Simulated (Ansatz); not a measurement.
`O[B](F)[GeH2][SiH3]` + CH₃OH → `COB(O)F` + `[SiH3][GeH3]`  (cleavage of the B–Ge bond)

Computed with Ansatz on PBE0-D4/def2-TZVP structures; ΔE is electronic, products minus reactants. CCSD(T)/CBS is the MP2 limit (def2-TZVPP, def2-QZVPP) plus CCSD(T) − MP2 in def2-TZVPP, frozen cores. This one scheme is used for every species. DFT in def2-TZVPP. For Ge outer-core shells are correlated without core-valence functions, which leaves a few kJ/mol of doubt a bond. Scalar relativity is left out up to krypton. Each species was taken in one conformer, which may not be the lowest.

Is it downhill or uphill in electronic energy at CCSD(T)/CBS, and by how much? (Best estimate.)

Computed: Downhill: ΔE = -133.2 kJ/mol.

What do these levels give: PBE-D4, r2SCAN-D4, PBE0-D4, ωB97X-V, ωB97M-V, r2SCAN, HF/def2-TZVPP, MP2/def2-TZVPP, SCS-MP2/def2-TZVPP, CCSD/def2-TZVPP, CCSD(T)/def2-TZVPP, HF/def2-QZVPP? (An estimate is asked.)

Computed: PBE-D4 -123.0, r2SCAN-D4 -137.5, PBE0-D4 -131.2, ωB97X-V -137.2, ωB97M-V -138.7, r2SCAN -137.9, HF/def2-TZVPP -163.4, MP2/def2-TZVPP -137.1, SCS-MP2/def2-TZVPP -140.1, CCSD/def2-TZVPP -140.7, CCSD(T)/def2-TZVPP -137.2, HF/def2-QZVPP -164.5 kJ/mol.

Largest T1 diagnostic among the species: 0.013.

In def2-TZVPP, CCSD(T) changes the Hartree–Fock value by +26.2 kJ/mol (the triples alone add +3.6 kJ/mol) and MP2 by +26.3 kJ/mol. From PBE to PBE0 (25 % exact exchange), in def2-TZVPP and without D4, ΔE moves by −8.4 kJ/mol.
